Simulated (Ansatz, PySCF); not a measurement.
Another site gives an ion 54033.88 eV lower (`O=[CH][GeH3]`) at the level PBE-D3(BJ)/def2-TZVP // TPSSh-D3(BJ)/def2-TZVP (PySCF).

Cartesian coordinates (Å):
```xyz
5

N      2.0240     0.0261    -0.1080
C      0.8699     0.0250    -0.0486
C     -0.5953    -0.0205     0.0263
O     -1.2691     0.9753     0.0604
H     -1.0164    -1.0389     0.0483
```
Charge 0, multiplicity 1.

These are frozen-core CCSD(T)/cc-pVTZ // TPSSh-D3(BJ)/def2-TZVP (Ansatz, a program for electronic structure) values and carry that method's errors. The restricted HF reference is unstable towards unrestricted orbitals.

```json
{
  "HF energy": "-205.66238 Ha",
  "MP2 correlation energy": "-0.71879 Ha"
}
```

**Question.** Estimate the CCSD correlation energy, the (T) correction, the total energy and the T1 diagnostic.

**Answer.** 
```yaml
CCSD correlation energy: -0.72078 Ha
"(T) correction": -0.03670 Ha
CCSD(T) total energy: -206.41986 Ha
T1 diagnostic: 0.016
```
